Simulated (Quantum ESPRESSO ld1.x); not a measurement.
Q: Coherent X-ray form factor from a spherical all-electron density. All-electron calculation, Dirac Kohn-Sham, PBE, spin-unpolarised, spherical densities, point nucleus. Program: ld1.x of Quantum ESPRESSO 7.5.

| sin(theta)/lambda (1/angstrom) | f0 (electrons) |
|---|---|
| 0.05 | 47.922 |
| 0.1 | 47.691 |
| 0.15 | 47.309 |
| 0.2 | 46.782 |
| 0.25 | 46.118 |
| 0.3 | 45.327 |
| 0.4 | 43.410 |
| 0.5 | 41.135 |
| 0.6 | 38.620 |
| 0.8 | 33.323 |
| 1 | 28.316 |
| 1.25 | 23.185 |
| 1.5 | 19.513 |
| 2 | 15.271 |

The species is in the configuration that NIST lists as its ground one. Which atom or ion scatters so?

A: The mercury ion Hg32+, [Kr] 4d10 4f2. Extrapolating in s^2 from the first two rows gives f0(0) = 48.0, near the electron count 48; among species with that count, the fall with angle is slower the higher Z, and the table is that of Z = 80; from so few rows the species is fixed only to a neighbour or two.
